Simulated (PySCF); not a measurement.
**Spectroscopy problems**

Theoretical values (PySCF 2.14.0 with density-fitted response routines): GFN2-xTB structure, shielding tensors at PBE0/pcSseg-1 (GIAO). Single conformer, no relativistic terms, no solvent, averaged over atoms made equivalent by symmetry, fast rotation or ring inversion.

Shifts are taken against calculated references (same method and geometry level): TMS for ¹H, ¹³C. Where no couplings were computed, multiplicities follow the n + 1 count of equivalent neighbours, and m marks all less simple cases (inequivalent or close neighbours, rings, F or P nearby). Shifts are as computed. Against solution values, carbons near 30 ppm lie about +3 ppm off and those near 130 ppm about +5 ppm. Of 1211 compounds with measured shifts, 218 miss one by over three times the rms of a fit or turn the order of signals round; such compounds aren't used in these exercises.

(1) C9H14Si. ¹H NMR (400 MHz, computed): δ 7.69 (m, 2H), 7.63 (m, 2H), 7.63 (m, 1H), 0.25 (s, 9H). ¹³C{¹H} NMR (computed): δ 145.3 (C), 138.9 (CH), 134.5 (CH), 132.9 (CH), -0.6 (CH3). What is it?

(2) C9H14Si. ¹H NMR (500 MHz, computed): δ 5.59 (t, 1H), 5.33 (br s, 1H), 5.13 (br s, 1H), 4.60 (m, 2H), 2.75 (m, 1H), 2.70 (m, 2H), 2.07 (s, 3H), 1.83 (m, 1H), 1.74 (m, 2H). ¹³C{¹H} NMR (computed): δ 183.7 (C), 157.1 (C), 118.5 (CH2), 113.9 (CH), 42.7 (CH), 36.7 (CH2), 25.8 (CH3), 16.9 (CH). Identify the compound.

Answers

(1) SMILES C[Si](C)(C)c1ccccc1. The formula gives 4 degrees of unsaturation (1 ring in the answer). 5 carbon signals for 9 carbons: some carbons are equivalent by symmetry or fast rotation. Carbon types of the structure: 1 × C, 5 × CH, 3 × CH3, which accounts for all hydrogens. δC 145.3: substituted aromatic carbon. δC 138.9, 134.5, 132.9: aromatic CH; the aromatic region. δH 7.69, 7.63, 7.63: hydrogen on an aromatic CH; aromatic region. δH 0.25: hydrogen on a methyl carbon bonded to Si; an electropositive neighbour shields it, as in TMS itself.

This is the structure that produced the data.

(2) `C1=C(C(=C)C)[C@H]2C[C@@H]([SiH2]1)C2`. Rings plus π bonds: 4 (2 rings in the answer). 8 carbon signals for 9 carbons: some carbons are equivalent by symmetry or fast rotation. Carbon types of the structure: 2 × C, 3 × CH, 3 × CH2, 1 × CH3, leaving 2 H on heteroatoms. δC 183.7, 157.1: fully substituted alkene carbon. δC 118.5: terminal =CH2 carbon; the olefinic region. δC 113.9: alkene CH; the olefinic region. δH 2.75: hydrogen on an allylic sp3 CH; allylic position.

The data come from this structure; uniqueness wasn't tested.
